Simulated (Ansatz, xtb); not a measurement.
Relaxing a trial structure of CH4F2GaN

The starting geometry of this gas-phase singlet was built from a drawn formula by distance geometry; its bonds are those of `N[C](F)(F)[GaH2]`.

| atom | x (Å) | y (Å) | z (Å) |
| --- | --- | --- | --- |
| C | 0.3573 | 0.3475 | -0.6415 |
| F | 0.7164 | 0.7133 | -1.8659 |
| F | 0.4547 | -1.0161 | -0.4791 |
| Ga | -1.6292 | 0.4933 | -0.8291 |
| N | 0.9618 | 1.0589 | 0.4489 |
| H | 1.8521 | 1.5897 | 0.1615 |
| H | 1.2385 | 0.3976 | 1.2486 |
| H | -2.1575 | 0.6438 | -2.3875 |
| H | -2.4009 | -1.0165 | -0.7797 |

Problem. Predict what becomes of its bonds when it is optimised with r2SCAN-D4/def2-SVP.

Solution. It keeps its bonds, and is `N[C](F)(F)[GaH2]`.

The energy falls by 1.94 eV over 19 steps:

```json
{"step": "1", "E − E(last) (eV)": "1.940"}
{"step": "3", "E − E(last) (eV)": "0.364"}
{"step": "5", "E − E(last) (eV)": "0.130"}
{"step": "7", "E − E(last) (eV)": "0.036"}
{"step": "9", "E − E(last) (eV)": "0.015"}
{"step": "11", "E − E(last) (eV)": "0.009"}
{"step": "13", "E − E(last) (eV)": "0.003"}
{"step": "15", "E − E(last) (eV)": "0.001"}
{"step": "17", "E − E(last) (eV)": "0.001"}
{"step": "19", "E − E(last) (eV)": "0.000"}
```

Final geometry (Å):

```xyz
9

C     0.4148    0.4364   -0.8393
F     1.0019    1.1736   -1.8282
F     0.9013   -0.8873   -1.0748
Ga   -1.5469    0.1555   -1.0811
N     0.8416    0.9434    0.3889
H     1.8620    0.9481    0.4632
H     0.4374    0.4406    1.1750
H    -2.1599    0.3005   -2.5044
H    -2.3589   -0.2993    0.1769
```

From the same start GFN2-xTB ends elsewhere, differing in C1–F3 (2.76 against 1.43 Å here), F3–Ga4 (1.78 against 2.66 Å here).

The end wasn't checked by frequencies. Run with Ansatz 0.2.0, 49 s on 2 threads of Arm Neoverse V2, on a shared host.
